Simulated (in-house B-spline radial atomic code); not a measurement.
Whole-atom quantities along the 44-electron series, configuration 1s2 2s2 2p6 3s2 3p6 3d10 4s2 4p6 4d3/2(4) 4d5/2(4). Breit and QED terms are first order and not part of the total energy; the density at the nucleus is averaged over the nuclear charge. Computed with a radial B-spline atomic code at the basis-set limit: Dirac-Hartree-Fock, jj configuration that fills j = l - 1/2 first, finite nuclei.

| ion | Z | E/Z² (Eh) | Σ<r²> (bohr²) | n(0)/Z³ (bohr⁻³) | Lamb diamagnetic shielding (ppm) | repulsion over attraction | Breit energy (eV) | self-energy (eV) | vacuum polarisation (eV) |
| --- | --- | --- | --- | --- | --- | --- | --- | --- | --- |
| Pr15+ | 59 | -2.6329 | 9.1309 | 1.9186 | 6573.88 | 0.1292 | 210.12 | 164.18 | -23.899 |
| Nd16+ | 60 | -2.6499 | 8.5853 | 1.9814 | 6724.03 | 0.1274 | 222.56 | 174.51 | -25.768 |
| Pm17+ | 61 | -2.6667 | 8.0892 | 2.0444 | 6875.3 | 0.12562 | 235.52 | 185.32 | -27.758 |
| Sm18+ | 62 | ? | ? | ? | ? | ? | ? | ? | ? |
| Eu19+ | 63 | -2.6996 | 7.2216 | 2.1736 | 7181.37 | 0.12215 | 263.01 | 208.53 | -32.131 |
| Gd20+ | 64 | -2.7157 | 6.8406 | 2.2456 | 7336.28 | 0.12046 | 277.58 | 220.96 | -34.532 |
| Tb21+ | 65 | -2.7316 | 6.4896 | 2.3379 | 7492.58 | 0.11879 | 292.71 | 233.97 | -37.098 |
| Dy22+ | 66 | ? | ? | ? | ? | ? | ? | ? | ? |
| Ho23+ | 67 | -2.763 | 5.8653 | 2.494 | 7809.15 | 0.11555 | 324.73 | 261.82 | -42.7 |

Fill in the row of Sm18+.

E/Z² (Eh): -2.6832; Σ<r²> (bohr²): 7.6363; n(0)/Z³ (bohr⁻³): 2.1032; Lamb diamagnetic shielding (ppm): 7027.71; repulsion over attraction: 0.12387; Breit energy (eV): 248.99; self-energy (eV): 196.66; vacuum polarisation (eV): -29.874.

Fill in the row of Dy22+.

E/Z² (Eh): -2.7474; Σ<r²> (bohr²): 6.1655; n(0)/Z³ (bohr⁻³): 2.4028; Lamb diamagnetic shielding (ppm): 7650.11; repulsion over attraction: 0.11716; Breit energy (eV): 308.42; self-energy (eV): 247.58; vacuum polarisation (eV): -39.805.

With what power of Z does the column «vacuum polarisation (eV)» change over this range?

A fit of the logarithm of its size against log Z from Z = 59 to 67 has slope 4.56.
